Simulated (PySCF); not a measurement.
A structure optimised at PBE0-D3(BJ)/def2-SVP, used in a PySCF frequency run:

```xyz
5

Mo     0.0669     0.2364     0.0000
O      0.8068    -0.4511    -1.2970
O      0.8068    -0.4511     1.2970
O     -1.6678    -0.2274     0.0000
H     -2.3785    -0.8931     0.0000
```
Charge +1, spin multiplicity 1.

Q: Write its SMILES, formula and point group.

A: [O]=[Mo+](=[O])[OH], HMoO3, Cs

Q: What are its rotational constants (standard atomic weights)?

A: 7.5244, 5.9590, 4.0336 GHz
